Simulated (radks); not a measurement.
Q: Valence configurations of neutral iron (all share [Ar]). Method: scalar-relativistic Kohn-Sham, PBE, spin-polarised, spherical densities, finite nucleus; open shells are filled with parallel spins first; Fermi nuclear charge, rms radius 3.7377 fm; computed with a radial shooting solver on a logarithmic mesh with Libxc functionals. Order these by energy: 3d6 4p2; 3d4.5 4s1.5 4p2; 3d5.5 4s2 4p0.5; 3d6 4s2; 3d6.5 4s1.5; 3d5 4s2 4p1; 3d4 4s2 4p2; 3d6 4s1 4p1; 3d8; 3d5.5 4s1 4p1.5.

A: From the lowest, in eV above it: 3d6 4s2 0.000; 3d6.5 4s1.5 0.054; 3d5.5 4s2 4p0.5 2.308; 3d6 4s1 4p1 2.735; 3d8 3.408; 3d5.5 4s1 4p1.5 5.035; 3d5 4s2 4p1 5.561; 3d6 4p2 7.284; 3d4.5 4s1.5 4p2 14.256; 3d4 4s2 4p2 21.237. NIST lists [Ar] 3d6 4s2 as the ground configuration; this level of theory agrees among the configurations tried. The energies are those of spherical high-spin densities, not of single terms.
